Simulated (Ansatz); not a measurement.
`[SiH3]OCCCl` + `C[Si](C)(O)O` → `C[Si](O)(O)[SiH3]` + `COCCCl`  (formal exchange of groups at the Si–O bond)

Gas-phase electronic energies from Ansatz, PBE0-D4/def2-TZVP geometries. CCSD(T)/CBS is the MP2 limit (def2-TZVPP, def2-QZVPP) plus CCSD(T) − MP2 in def2-TZVPP, frozen cores. Functionals use def2-TZVPP. Each species was taken in one conformer, which may not be the lowest.

```
             level  ΔE (kJ/mol)
           PBE0-D4        174.7
            r2SCAN        186.9
CCSD(T)/def2-TZVPP        190.5
    CCSD/CBS(def2)        196.6
```

(1) What does CCSD(T)/CBS give? (Best estimate.)

Largest T1 diagnostic among the species: 0.012.

Results:

(1) Computed: +193.5 kJ/mol. The listed levels differ from it by -18.8, -6.6, -3.0, 3.1 kJ/mol.

From PBE to PBE0 (25 % exact exchange), in def2-TZVPP and without D4, ΔE moves by +10.6 kJ/mol.
